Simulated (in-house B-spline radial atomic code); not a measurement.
RPA and G0W0 for Sb3+, [Kr] 4d10 5s2, as one setting changes: the highest l of the empty states. Start: Hartree-Fock. A dash marks a level of low quasi-particle weight. Computed with a B-spline radial code for spherical atoms: all electrons, scalar-relativistic (spin-free one-electron X2C), finite nucleus, each spin shell either full or empty, empty states to the listed l with an (l + 1/2)⁻⁴ tail; G0W0 by contour deformation at full frequency.

| highest l of the empty states | RPA summed (Eh) | RPA extrapolated (Eh) | G0W0 level (eV) |
| --- | --- | --- | --- |
| 4 | -2.9742 | -3.5232 | 5s -43.85 |
| 5 | ? | ? | ? |
| 6 | -3.3552 | -3.5726 | 5s -43.87 |
| 7 | -3.4235 | -3.5632 | 5s -43.87 |
| 8 | ? | ? | ? |
| 9 | -3.4833 | -3.5435 | 5s -43.86 |
| 10 | -3.4973 | -3.5398 | 5s -43.86 |
| 11 | -3.5065 | -3.5375 | 5s -43.86 |

(1) What belongs in the row for 5?

(2) What belongs in the row for 8?

Answers

(1) RPA summed (Eh): -3.2286; RPA extrapolated (Eh): -3.583; G0W0 level (eV): 5s -43.88.

(2) RPA summed (Eh): -3.4611; RPA extrapolated (Eh): -3.5501; G0W0 level (eV): 5s -43.86.
